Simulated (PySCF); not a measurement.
These 3 structures share the formula C8H10OS. The calculation used PBE0-D3(BJ)/def2-SVP geometry optimisation, gas phase in PySCF. One conformer each; no zero-point energy, no entropy. No frequencies were run at this level. Point groups hold within 0.08 Å.

Task: Order them by energy at this level, lowest first, and give relative energies in kcal/mol.
A. `[CH:1]#[C:2][C@@H:3]1[CH2:4][S:5][CH2:6][C@@H:7]([CH3:8])[C:9]1=[O:10]` with C2–C3–C4–S5 -64°, C3–C4–S5–C6 -57°, C4–S5–C6–C7 57°, S5–C6–C7–C8 175°
B. `[CH3:1][S:2][c:3]1[cH:4][cH:5][c:6]([CH2:7][OH:8])[cH:9][cH:10]1` with C1–S2–C3–C4 179°, C5–C6–C7–O8 -153°, C6–C7–O8–H 57° (4-(methylthio)benzyl alcohol)
C. `[CH:1]#[C:2][C@@:3]1([S@@:4]([CH3:5])=[O:6])[C@@H:7]2[CH2:8][CH2:9][C@H:10]12` with C2–C3–S4–C5 -59°

Result: B (0.0), A (40.6), C (114.7).

As drawn, the lowest has an aromatic ring and an O–H bond, which the highest lacks; the highest has a three-membered ring, a four-membered ring and a C≡C bond, which the lowest lacks.

| SMILES | E (Eh) | E rel (kcal/mol) | dipole (D) | point group | A, B, C (MHz) |
| --- | --- | --- | --- | --- | --- |
| CSc1ccc(CO)cc1 | -783.30614 | 0.0 | 1.25 | C1 | 3329, 545.7, 475.3 |
| C#C[C@@H]1CSC[C@@H](C)C1=O | -783.24142 | 40.6 | 1.11 | C1 | 1341, 1137, 829.2 |
| C#C[C@@]1([S@@](C)=O)[C@@H]2CC[C@@H]21 | -783.12337 | 114.7 | 4.16 | C1 | 1573, 1126, 876.4 |
